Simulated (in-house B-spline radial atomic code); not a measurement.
Radial electron density of the krypton ion Kr⁸⁺, [Ar] 3d10. All numbers are computed (scalar-relativistic (X2C) LC-wPBE, spin-polarised, spherical fractional occupations, exact exchange averaged over the configuration; Fermi nucleus of rms radius 4.1884 fm) with a B-spline radial code for spherical atoms, not measured.

One-electron X2C: radii and densities carry no picture-change correction, so inner-shell <1/r> comes out high (for 1s by about 2 % at Z = 33, 5 % at 54, 10 % at 75, 30 % at 118) and <r> low.

Columns: r (bohr), 4πr²n(r) (electrons per bohr), bar.

```
 0.00157    1.403 #
 0.00187    1.886 ##
 0.00222    2.512 ##
 0.00264    3.341 ###
 0.00314    4.423 ####
 0.00373    5.808 #####
 0.00443    7.568 ######
 0.00527    9.801 ########
 0.00627    12.56 ##########
 0.00745    15.87 #############
 0.00886    19.77 ################
  0.0105     24.1 ####################
  0.0125    28.91 ########################
  0.0149    33.85 ############################
  0.0177    38.36 ################################
   0.021       42 ###################################
   0.025     44.3 #####################################
  0.0298    44.78 #####################################
  0.0354    43.42 ####################################
  0.0421    40.76 ##################################
    0.05    37.99 ################################
  0.0595    36.61 ###############################
  0.0707    37.98 ################################
   0.084    42.29 ###################################
  0.0999    48.15 ########################################
   0.119    52.65 ############################################
   0.141    52.78 ############################################
   0.168    47.51 ########################################
     0.2    39.03 #################################
   0.237    32.02 ###########################
   0.282    29.82 #########################
   0.336     32.6 ###########################
   0.399    36.17 ##############################
   0.474    35.96 ##############################
   0.564    30.25 #########################
   0.671    21.09 ##################
   0.797    12.17 ##########
   0.948    5.696 #####
    1.13    2.105 ##
    1.34   0.6315 #
    1.59   0.1431 
    1.89  0.02279
```

On this grid the curve has 3 maxima, near 0.0298, 0.141, 0.399 bohr.

The 3d down radial function P(r) = rR(r), positive near the nucleus:

```csv
r (bohr),P
0.0125,0.001504
0.0177,0.003939
0.025,0.01004
0.0354,0.02499
0.05,0.05931
0.0707,0.1333
0.0999,0.2768
0.141,0.5179
0.2,0.8553
0.282,1.189
0.399,1.357
0.564,1.217
0.797,0.8226
1.13,0.3842
1.59,0.111
```
